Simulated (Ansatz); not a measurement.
## Isomers

Structures of Al2H3OF, singlet, relaxed at PBE0-D4/def2-TZVP (vibrations not checked; lower isomers may exist, and structures with a doubtful reference or unclear bonds are left out). Program: Ansatz 0.2.0. Basis: def2-TZVPP. Cores are frozen in the correlated methods. B3LYP uses VWN-RPA correlation.

**Question.** Rank them by CCSD(T) energy, lowest first, and give each one's height above the lowest. Links in brackets join atoms within 1.22 times the sum of their covalent radii (1.1 for two metals). (Judge from chemistry; the value comes from the calculation.)
A.
Al₂H₃OF ([F][AlH][O][AlH2])
```
7
angstrom
F 1.0785 -1.5654 -2.2416
Al 0.0401 -0.6042 -1.3983
O 0.4392 -0.1489 0.1575
Al 0.9369 0.2530 1.7162
H -1.2873 -0.1544 -2.0956
H 0.5065 -0.6962 2.9048
H 1.7947 1.5667 1.9097
```
B.
a complex of Al₂H₂O ([OH]1[Al][AlH]1) + HF
```
7
angstrom
F 1.3486 -0.1183 2.2173
Al -1.2650 0.1134 -1.8713
O -0.0368 -0.0498 -0.4876
Al -1.3954 0.4146 0.7447
H -0.4172 -0.2336 -3.1960
H 0.4691 0.1219 2.4288
H 0.8878 -0.2623 -0.3188
```
C.
Al₂H₃OF ([OH][AlH]1[F][AlH]1)
```
7
angstrom
O -1.9782 0.3851 -1.0883
Al -0.5465 0.9591 -0.3718
Al 1.1640 -0.7783 0.1248
F -0.1914 -0.0626 1.1745
H -2.6968 0.9623 -1.3403
H -0.3054 2.4982 -0.0971
H 1.9353 -1.8870 0.9802
```
D.
Al₂H₃OF ([OH][AlH][AlH][F])
```
7
angstrom
O -1.9182 0.5444 -0.3878
Al -0.2461 0.8398 -0.3202
Al 1.2088 -1.1363 0.5231
F 0.4394 -2.5427 0.9378
H -2.5552 1.1948 -0.6816
H 0.2832 2.2757 -0.7704
H 2.7881 -1.1756 0.6991
```

**Answer.** Computed: A (0.0 kJ/mol), D (166.8 kJ/mol), C (202.6 kJ/mol), B (426.9 kJ/mol). Heights count from the lowest.

**Question.** Do PBE-D4, r2SCAN-D4, PBE0-D4, B3LYP-D4, wB97M-V, HF, MP2 give the same order? (A judgement: the text doesn't fix the answer.)

**Answer.** The calculation gives: All do.

The T1 diagnostic stays at or below 0.015. The restricted Hartree–Fock reference is unstable towards an unrestricted one at one or more of these structures.

For scale, one of the runs: CCSD(T)/def2-TZVPP, 188 basis functions, launched by `ansatz run in.yaml --threads 2 --pin off --events-out ev --progress --plain --max-ram 4352MiB`. Hardware: 2 CPU threads of an AMD EPYC 7571, shared host. Wall time 95 s; peak host memory 1.9 GiB.
